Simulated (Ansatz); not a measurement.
CrF4, SMILES [F][Cr-]([F])([F])[F] (connectivity only; charge and spin as stated), charge -1, multiplicity 4.

Coordinates come from a B3LYP-D3(BJ)/def2-SVPD optimisation. The geometry has at least one imaginary mode, so it is a saddle point at that level. The multiplicity is an assumed one; other spin states were not compared.

Two levels are set side by side: PBE/def2-SVPD (Ansatz, a quantum-chemistry and plane-wave program) and CAM-B3LYP/def2-SVPD (Ansatz). Energy differences of separate SCF runs at the same geometry; the states with an electron removed or added have multiplicity 3. Differences are taken from unrounded values.

| quantity | CAM-B3LYP |
|---|---|
| vertical ionisation energy (eV) | 5.14 |

What does PBE give, and how far is it from CAM-B3LYP? (The exact figures need the calculation; the answer reports its results.)


| quantity | PBE | PBE minus CAM-B3LYP |
|---|---|---|
| vertical ionisation energy (eV) | 3.56 | -1.58 |
